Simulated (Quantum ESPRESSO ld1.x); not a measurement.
ld1.x (Quantum ESPRESSO 7.5) input

```
 &input
    zed=67.0,
    iswitch=1,
    rel=1,
    lsd=1,
    dft='PW',
    config='[Xe] 4f11 6s2',
    verbosity='high',
    prefix='ld1',
    max_out_wfc=37,
    file_charge='ld1.rho',
 /
```

It prints (banner and zero overlaps left out):

```
     Program LD1 v.7.5 starts

     --------------------------- All-electron run ----------------------------

     scalar relativistic calculation

     atomic number is 67.00
     dft =PW   lsd =1 sic =0 latt =0  beta=0.20 tr2=1.0E-14
     Exchange-correlation= PW
                           (   1   4   0   0   0   0   0)
     mesh =2103 r(mesh) = 100.61561 a.u. xmin = -8.00 dx = 0.00800
     1 Ry =  13.60569312 eV, c = 137.03599908

     n l     nl                  e(Ry)          e(Ha)          e(eV)
     1 0     1S 1( 1.00)   -4075.520152055   -2037.760076027 -55450.2765054
     2 0     2S 1( 1.00)    -681.768257354    -340.884128677  -9275.9296906
     2 1     2P 1( 3.00)    -604.220265138    -302.110132569  -8220.8355062
     3 0     3S 1( 1.00)    -152.264492782     -76.132246391  -2071.6639623
     3 1     3P 1( 3.00)    -128.569671982     -64.284835991  -1749.2795019
     4 0     4S 1( 1.00)     -30.109951944     -15.054975972   -409.6667661
     4 1     4P 1( 3.00)     -22.307294706     -11.153647353   -303.5062062
     3 2     3D 1( 5.00)     -98.440584867     -49.220292433  -1339.3523885
     5 0     5S 1( 1.00)      -3.755989948      -1.877994974    -51.1028466
     5 1     5P 1( 3.00)      -1.942008408      -0.971004204    -26.4223704
     4 2     4D 1( 5.00)     -11.768210194      -5.884105097   -160.1146565
     4 3     4F 1( 7.00)      -0.317823019      -0.158911509     -4.3242025
     6 0     6S 1( 1.00)      -0.292656709      -0.146328355     -3.9817974
     1 0     1S 2( 1.00)   -4075.520138972   -2037.760069486 -55450.2763274
     2 0     2S 2( 1.00)    -681.764198403    -340.882099202  -9275.8744657
     2 1     2P 2( 3.00)    -604.217290798    -302.108645399  -8220.7950382
     3 0     3S 2( 1.00)    -152.171708068     -76.085854034  -2070.4015620
     3 1     3P 2( 3.00)    -128.477449859     -64.238724930  -1748.0247560
     4 0     4S 2( 1.00)     -29.918820271     -14.959410135   -407.0662872
     4 1     4P 2( 3.00)     -22.119179598     -11.059589799   -300.9467697
     3 2     3D 2( 5.00)     -98.368676307     -49.184338154  -1338.3740228
     5 0     5S 2( 1.00)      -3.666063125      -1.833031562    -49.8793298
     5 1     5P 2( 3.00)      -1.876849271      -0.938424636    -25.5358352
     4 2     4D 2( 5.00)     -11.584710951      -5.792355475   -157.6180221
     4 3     4F 2( 4.00)      -0.160822617      -0.080411308     -2.1881032
     6 0     6S 2( 1.00)      -0.286672454      -0.143336227     -3.9003774

     final scf error:  8.2E-15 reached in  31 iterations

     Etot =  -25216.657998 Ry,  -12608.328999 Ha, -343090.110310 eV
     Total magnetization:    3.00 Bohr mag.

     Ekin =   27267.887928 Ry,   13633.943964 Ha,  370998.515264 eV
     Encl =  -61816.365550 Ry,  -30908.182775 Ha, -841054.499647 eV
     Eh   =    9856.279225 Ry,    4928.139613 Ha,  134101.510473 eV
     Exc  =    -524.459602 Ry,    -262.229801 Ha,   -7135.636400 eV
```

Run on one thread of a shared host, so times are rough (Intel(R) Xeon(R) Processor @ 2.60GHz): 0.89 s of CPU time, 0.91 s wall, 31 iterations on 2103 mesh points.
